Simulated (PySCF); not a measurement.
## Computed properties of CH3FSi, SMILES F[Si]C

Si(F)(Me) (CH3FSi), SMILES F[Si]C (connectivity only; charge and spin as stated), neutral, multiplicity 1. Geometry: PBE0-D3(BJ)/def2-TZVP. One conformer was computed; it need not be the lowest. All values are computed for the isolated molecule unless a solvent is named; none is compared with measurement here.

**Structure.** The optimised structure has Cs symmetry. All 12 harmonic modes at PBE0-D3(BJ)/def2-TZVP (PySCF) are real, so it is a minimum. With heavy atoms numbered as in [Si:1]([F:2])[CH3:3], the shortest bond between them is Si1–F2 at 1.620 Å and the longest Si1–C3 at 1.886 Å.

**Vibrations.** The strongest infrared lines (harmonic, unscaled, degenerate partners summed) lie at 839 cm⁻¹ (128 km/mol, F 51 %, Si 41 %), 665 cm⁻¹ (63 km/mol, C 48 %, Si 33 %, H 19 %), 1236 cm⁻¹ (47 km/mol, H 79 %, C 21 %). The softest mode is at 79 cm⁻¹ and the zero-point energy is 23.5 kcal/mol.

**Electronic structure.** ωB97X/def2-TZVPD (PySCF) places the frontier levels at -8.95 and -0.06 eV, a gap of 8.89 eV, and gives a dipole moment of 1.64 D and a mean polarisability of 44.9 bohr³.

**Excitations.** TDA-ωB97X/def2-SVPD (PySCF) has S1 at 3.43 eV (362 nm, f = 0.057, bright); the most intense of the 10 singlets computed lies at 7.53 eV (f = 0.46). T1 (TDA) is at 1.90 eV, 1.53 eV under S1. No vertical singlet excitation falls in the visible range (under 3.1 eV).

**NMR.** GIAO shifts at HF/pcSseg-2 (PySCF) (non-relativistic, atoms alike by connectivity averaged): ¹³C at 33.4 ppm against TMS; ¹H at 0.6 ppm against TMS; ²⁹Si at 412.2 ppm against TMS; ¹⁹F at 59.0 ppm against CFCl3.
